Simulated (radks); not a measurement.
Polarisabilities and homonuclear dispersion coefficients (atomic units). Calculated with a radial shooting solver on a logarithmic mesh with Libxc functionals: non-relativistic Kohn-Sham, exchange-only LDA, spin-polarised, spherical densities, point nucleus; open shells are filled with parallel spins first (spin-orbit coupling, left out, can overturn this in heavy ions). Response by self-consistent Sternheimer equations with the Hartree and adiabatic exchange-only LDA kernel. For heavy and open-shell atoms this level of theory can miss by tens of per cent. "Uncoupled" leaves out the induced potential. Quadrupole and octupole values are given only where no p, d or f shell is open. The Sternheimer factor gamma scales a distant field gradient at the nucleus by 1 - gamma.

| species | configuration | alpha1 (bohr^3) | alpha1, uncoupled | alpha2 (bohr^5) | alpha3 (bohr^7) | C6 | C8 | Sternheimer gamma | recommended alpha1 |
|---|---|---|---|---|---|---|---|---|---|
| Sc+ | [Ar] 3d1 4s1 | 56.83 | 78.18 | - | - | 382.8 | - | - | - |
| Ru+ | [Kr] 4d7 | 16.90 | 25.97 | - | - | 107.6 | - | - | - |
| F | [He] 2s2 2p5 | 4.556 | 5.330 | - | - | 12.46 | - | - | 3.74 +/- 0.08 |
| Tc | [Kr] 4d5 5s2 | 108.9 | 197.8 | - | - | 1254 | - | - | 79 +/- 10 |
| Ne | [Ne] | 3.260 | 3.749 | 10.97 | 80.07 | 7.991 | 130.3 | -11.0 | 2.6611 +/- 3e-05 |
| Zn | [Ar] 3d10 4s2 | 41.75 | 75.49 | 396.2 | 7064 | 310.3 | 16230 | -10.1 | 38.67 +/- 0.3 |
| F+ | [He] 2s2 2p4 | 1.959 | 2.419 | - | - | 3.706 | - | - | - |
| V | [Ar] 3d3 4s2 | 99.75 | 184.7 | - | - | 1074 | - | - | 87 +/- 10 |
| Sn+ | [Kr] 4d10 5s2 5p1 | 29.61 | 51.91 | - | - | 233.8 | - | - | - |

Recommended values: Schwerdtfeger and Nagle, table of static dipole polarisabilities (2023 update), measured or computed.

Beside tabulated values, note that relativity, absent from the non-relativistic runs, is large for the heavy elements.
